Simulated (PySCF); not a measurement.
Vertical excitations of a molecule C₄H₄F₂ from PySCF with TDA-PBE/def2-SVPD, as energy in eV (oscillator strength): 5.68 (0.000), 5.89 (0.000), 6.78 (0.003), 7.04 (0.000), 7.17 (0.003), 7.23 (0.042), 7.58 (0.251), 7.78 (0.002), 7.79 (0.091), 8.03 (0.276). Lowest triplet (TDA): 4.57 eV. Coordinates come from a r2SCAN-D4/def2-SVP optimisation. Other conformers were not sampled.

Task: Which structure fits?
A) C=C=CC(F)F
B) C#CC(C)(F)F
C) C=CC=C(F)F
D) C=C/C(F)=C/F

Result: A, C=C=CC(F)F
